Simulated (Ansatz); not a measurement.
A structure relaxed at PBE-D4/def2-SVP in Ansatz, charge 1, doublet:

```xyz
8

W    -0.4300    1.8769    0.7005
W    -0.0542   -0.8241   -0.2511
O     0.9882    0.7060    0.6069
O    -1.5413    0.4639    0.2114
O    -0.0486   -2.6617    0.1838
O     1.0031   -1.9527    0.8971
O    -0.3417    3.0922   -0.4757
O     0.4245   -0.7004   -1.8729
```

Give its formula.

W₂O₆⁺.

Summarise the bond lengths by kind (pairs closer than 1.2 times the sum of covalent radii, bridged metal pairs left out).

8 × O–W 1.69 to 2.04 Å; 1 × O–O 1.46 Å.

In the def2 sets W takes a core potential; there is no spin–orbit coupling. The structure holds 1 bond(s) between oxygen atoms. The relaxation made no stability test and no search for a lower SCF solution. No other spin state of charge 1 was run. Another isomer (doublet) lies 1.72 eV lower at PBE0-D4/def2-TZVP; other spin states weren't run for this one.
